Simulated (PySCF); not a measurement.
C4H9LiO, charge -1, doublet, geometry from GFN2-xTB (such geometries of metal compounds can be far from the true shape) (a state made from the parent by changing its charge; the spin is typed, not shown lowest) (in this run its highest filled SCF level lies above zero, so its values depend strongly on the basis, on diffuse functions most of all). Base run: PySCF with B3LYP/STO-3G.

The PySCF input:
```python
from pyscf import gto, scf, dft

mol = gto.M(
    atom='''
Li    1.01914719    1.96511518    2.02962093
O     0.42525215    0.81996935    0.84688519
C    -0.02303407   -0.04441420   -0.04587211
C     1.00456360   -1.18741221   -0.31372590
C    -1.34933231   -0.72249792    0.41811336
C    -0.31499227    0.63776187   -1.41829453
H     0.63768630   -1.90422918   -1.05132520
H     1.21056439   -1.71112513    0.61918768
H     1.93793089   -0.75456600   -0.67220735
H    -1.17747962   -1.23946630    1.36164377
H    -1.72329582   -1.43791531   -0.31728280
H    -2.10541501    0.04402891    0.58489126
H     0.59923216    1.09708597   -1.79280002
H    -1.05606975    1.42402205   -1.27815750
H    -0.68584198   -0.07356057   -2.15921905
''',
    basis='sto-3g',
    charge=-1,
    spin=1,
    verbose=4,
)

mf = dft.UKS(mol)
mf.xc = 'b3lyp'
mf.kernel()
mf.analyze()
```

The base run was repeated with changes; each row names its change, and settings that it needs were set with it.

| change | ΔE vs base (µEh) | SCF cycles | <S^2> | outcome |
|---|---|---|---|---|
| base | 0.0 | 11 | 0.754 | converged |
| conv_tol = 1e-7 | 0.0 | 9 | 0.754 | converged |
| init_guess = sap | 0.0 | 15 | 0.754 | converged |
| conv_tol = 1e-4 | 7.0 | 6 | 0.754 | converged |
| DIIS = EDIIS | - | 50 | - | not converged |
| damp = 0.5; diis_start_cycle = 5 | 0.0 | 13 | 0.754 | converged |
| conv_tol = 1e-12 | 0.0 | 13 | 0.754 | converged |
| level_shift = 0.3 (with mf.max_cycle = 100) | 0.0 | 17 | 0.754 | converged |
| level_shift = 1.0 (with mf.max_cycle = 100) | 0.0 | 38 | 0.754 | converged |
| diis = off; damp = 0.6 (with mf.diis_start_cycle = 200; with mf.max_cycle = 150) | 0.0 | 24 | 0.754 | converged |
| diis_space = 20 | 0.0 | 11 | 0.754 | converged |
| init_guess = 1e | 0.0 | 15 | 0.754 | converged |
| level_shift = 0.5 (with mf.max_cycle = 100) | 0.0 | 21 | 0.754 | converged |

Open shells are given as the SCF converged; they aren't shown to be the lowest states, and a large step between rows can be another state.
